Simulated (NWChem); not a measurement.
System: C$_{3}$H$_{4}$ClF; SMILES C1C(Cl)(F)C1

Here is an NWChem input.

```
start job
memory heap 200 mb stack 900 mb global 1100 mb
geometry units angstroms noautosym nocenter noautoz
  F      1.500806    -0.463092     0.000000
  C      0.173923    -0.243051     0.000000
  Cl    -0.187107     1.475507     0.000000
  C     -0.682574    -1.181854    -0.760696
  C     -0.682574    -1.181854     0.760696
  H     -1.555192    -0.780257    -1.280488
  H     -0.165927    -2.000434    -1.269152
  H     -1.555192    -0.780257     1.280488
  H     -0.165927    -2.000434     1.269152
end
basis spherical
  F library 6-31g*
  C library 6-31g*
  Cl library 6-31g*
  H library 6-31g*
end
dft
  xc b3lyp
  iterations 150
end
property
  response 1 0.0773
end
task dft property
```

Parts of the log:

```
             Northwest Computational Chemistry Package (NWChem) 7.3.0
             --------------------------------------------------------

                             Geometry "geometry" -> ""
                             -------------------------

 Output coordinates in angstroms (scale by  1.889725989 to convert to a.u.)

  No.       Tag          Charge          X              Y              Z
 ---- ---------------- ---------- -------------- -------------- --------------
    1 F                    9.0000     1.50080600    -0.46309200     0.00000000
    2 C                    6.0000     0.17392300    -0.24305100     0.00000000
    3 Cl                  17.0000    -0.18710700     1.47550700     0.00000000
    4 C                    6.0000    -0.68257400    -1.18185400    -0.76069600
    5 C                    6.0000    -0.68257400    -1.18185400     0.76069600
    6 H                    1.0000    -1.55519200    -0.78025700    -1.28048800
    7 H                    1.0000    -0.16592700    -2.00043400    -1.26915200
    8 H                    1.0000    -1.55519200    -0.78025700     1.28048800
    9 H                    1.0000    -0.16592700    -2.00043400     1.26915200

 Effective nuclear repulsion energy (a.u.)     225.6397022634

                              NWChem Property Module
                              ----------------------

                                 NWChem DFT Module
                                 -----------------

 Summary of "ao basis" -> "ao basis" (spherical)
 ------------------------------------------------------------------------------
       Tag                 Description            Shells   Functions and Types
 ---------------- ------------------------------  ------  ---------------------
 F                           6-31g*                  6       14   3s2p1d
 C                           6-31g*                  6       14   3s2p1d
 Cl                          6-31g*                  8       18   4s3p1d
 H                           6-31g*                  2        2   2s

            General Information
            -------------------
          SCF calculation type: DFT
          Wavefunction type:  closed shell.
          No. of atoms     :     9
          No. of electrons :    48
           Alpha electrons :    24
            Beta electrons :    24
          Charge           :     0
          Spin multiplicity:     1
          Use of symmetry is: off; symmetry adaption is: off
          Maximum number of iterations: 150
          AO basis - number of functions:    82
                     number of shells:    40
          Convergence on energy requested:  1.00D-06
          Convergence on density requested:  1.00D-05
          Convergence on gradient requested:  5.00D-04

              XC Information
              --------------
                         B3LYP Method XC Potential
                     Hartree-Fock (Exact) Exchange  0.200
                        Slater Exchange Functional  0.800 local
                    Becke 1988 Exchange Functional  0.720 non-local
              Lee-Yang-Parr Correlation Functional  0.810
                  VWN I RPA Correlation Functional  0.190 local

             Grid Information
             ----------------
          Grid used for XC integration:  medium
          Radial quadrature: Mura-Knowles
          Angular quadrature: Lebedev.
          Tag              B.-S. Rad. Rad. Pts. Rad. Cut. Ang. Pts.
          ---              ---------- --------- --------- ---------
          F                   0.50       49           9.0       434
          C                   0.70       49           8.0       434
          Cl                  1.00       88          10.0       590
          H                   0.35       45          10.0       434
          Grid pruning is: on
          Number of quadrature shells:   464
          Spatial weights used:  Erf1

      Superposition of Atomic Density Guess
      -------------------------------------

 Sum of atomic energies:        -673.79660734

      Non-variational initial energy
      ------------------------------

 Total energy =    -676.341524
 1-e energy   =   -1376.796280
 2-e energy   =     474.815053
 HOMO         =      -0.279931
 LUMO         =       0.087443

   convergence    iter        energy       DeltaE   RMS-Dens  Diis-err
 ---------------- ----- ----------------- --------- --------- ---------
 d= 0,ls=0.0,diis     1   -676.6073571232 -9.02D+02  1.50D-02  8.87D-01
 d= 0,ls=0.0,diis     2   -676.5495776745  5.78D-02  9.61D-03  1.57D+00
 d= 0,ls=0.0,diis     3   -676.7076875213 -1.58D-01  1.23D-03  2.55D-02
 d= 0,ls=0.0,diis     4   -676.7099770120 -2.29D-03  4.51D-04  2.25D-03
 d= 0,ls=0.0,diis     5   -676.7101369138 -1.60D-04  1.62D-04  2.60D-04
  Resetting Diis
 d= 0,ls=0.0,diis     6   -676.7101650297 -2.81D-05  2.91D-05  3.70D-06
 d= 0,ls=0.0,diis     7   -676.7101654944 -4.65D-07  1.30D-05  3.51D-07
 d= 0,ls=0.0,diis     8   -676.7101655057 -1.13D-08  6.29D-06  2.70D-07

         Total DFT energy =     -676.710165505737
      One electron energy =    -1379.492767242583
           Coulomb energy =      533.706489583903
    Exchange-Corr. energy =      -56.563590110500
 Nuclear repulsion energy =      225.639702263443

 Numeric. integr. density =       48.000010756777

                       DFT Final Molecular Orbital Analysis
                       ------------------------------------

 Vector   22  Occ=2.000000D+00  E=-3.292886D-01
              MO Center= -1.5D-01,  1.1D-01, -9.7D-10, r^2= 3.2D+00
   Bfn.  Coefficient  Atom+Function         Bfn.  Coefficient  Atom+Function
  ----- ------------  ---------------      ----- ------------  ---------------
    35      0.487130  3 Cl px                 4     -0.276217  1 F  py
    39      0.239854  3 Cl px                 8     -0.200153  1 F  py
    51      0.198506  4 C  pz                65     -0.198506  5 C  pz
    31     -0.189276  3 Cl px                36     -0.147622  3 Cl py
    49     -0.138340  4 C  px                63     -0.138340  5 C  px

 Vector   23  Occ=2.000000D+00  E=-3.144203D-01
              MO Center= -3.1D-01,  4.0D-01, -1.5D-09, r^2= 3.1D+00
   Bfn.  Coefficient  Atom+Function         Bfn.  Coefficient  Atom+Function
  ----- ------------  ---------------      ----- ------------  ---------------
    35      0.511248  3 Cl px                39      0.276044  3 Cl px
    36      0.264186  3 Cl py                31     -0.199299  3 Cl px
    51     -0.181206  4 C  pz                65      0.181206  5 C  pz
    50      0.164411  4 C  py                64      0.164411  5 C  py
    40      0.127240  3 Cl py                 3      0.116949  1 F  px

 Vector   24  Occ=2.000000D+00  E=-2.768877D-01
              MO Center= -1.2D-01,  1.5D-01,  2.2D-09, r^2= 2.9D+00
   Bfn.  Coefficient  Atom+Function         Bfn.  Coefficient  Atom+Function
  ----- ------------  ---------------      ----- ------------  ---------------
    37      0.485716  3 Cl pz                19     -0.333215  2 C  pz
    41      0.282358  3 Cl pz                 5      0.224182  1 F  pz
    50      0.193912  4 C  py                52      0.193254  4 C  s
    64     -0.193912  5 C  py                66     -0.193254  5 C  s
    33     -0.187939  3 Cl pz                 9      0.168295  1 F  pz

 Vector   25  Occ=0.000000D+00  E= 2.306711D-02
              MO Center= -2.9D-01,  4.8D-01,  5.9D-10, r^2= 3.5D+00
   Bfn.  Coefficient  Atom+Function         Bfn.  Coefficient  Atom+Function
  ----- ------------  ---------------      ----- ------------  ---------------
    20      1.149721  2 C  s                 40      0.830743  3 Cl py
    38     -0.650211  3 Cl s                 22      0.520775  2 C  py
    18      0.406165  2 C  py                36      0.403228  3 Cl py
    76     -0.384035  6 H  s                 80     -0.384035  8 H  s
    21     -0.294304  2 C  px                78      0.284994  7 H  s

 Vector   26  Occ=0.000000D+00  E= 9.307119D-02
              MO Center=  8.4D-03, -1.2D+00,  4.8D-09, r^2= 4.2D+00
   Bfn.  Coefficient  Atom+Function         Bfn.  Coefficient  Atom+Function
  ----- ------------  ---------------      ----- ------------  ---------------
    78      1.094462  7 H  s                 82      1.094462  9 H  s
    20     -0.765361  2 C  s                 52     -0.674930  4 C  s
    66     -0.674930  5 C  s                 54      0.448230  4 C  py
    68      0.448230  5 C  py                40     -0.335315  3 Cl py
    38      0.319826  3 Cl s                  6      0.312851  1 F  s

 Vector   27  Occ=0.000000D+00  E= 1.086889D-01
              MO Center= -1.1D+00, -7.4D-01, -1.5D-08, r^2= 4.6D+00
   Bfn.  Coefficient  Atom+Function         Bfn.  Coefficient  Atom+Function
  ----- ------------  ---------------      ----- ------------  ---------------
    52      1.162670  4 C  s                 66      1.162670  5 C  s
    76     -1.138623  6 H  s                 80     -1.138623  8 H  s
    20     -0.639328  2 C  s                 78     -0.479130  7 H  s
    82     -0.479130  9 H  s                 55     -0.430792  4 C  pz
    69      0.430792  5 C  pz                40     -0.282909  3 Cl py

     Multipole analysis of the density
     ---------------------------------

[...]

 DFT Linear Response polarizability / au
 Frequency  =       0.0773000 / au
 Wavelength =     589.4353558 / nm
              X              Y              Z
 -----------------------------------------------
 X      34.2738181     -1.1905640      0.0000000
 Y      -1.1905269     49.0723651      0.0000000
 Z       0.0000000      0.0000000     35.2661854
 -----------------------------------------------
 Eigenvalues =      34.1786476     49.1675356     35.2661854
 Isotropic   =      39.5374562
 Anisotropic =      14.4757908
 -----------------------------------------------

 Magnetic Dipole Response Matrix (nonzero elements):

 Exiting AOResponse driver routine
```

Level: B3LYP/6-31G* (spherical d). Structure relaxed at the PBE0/def2-SVP level. B3LYP is NWChem's, with the RPA form of VWN correlation.
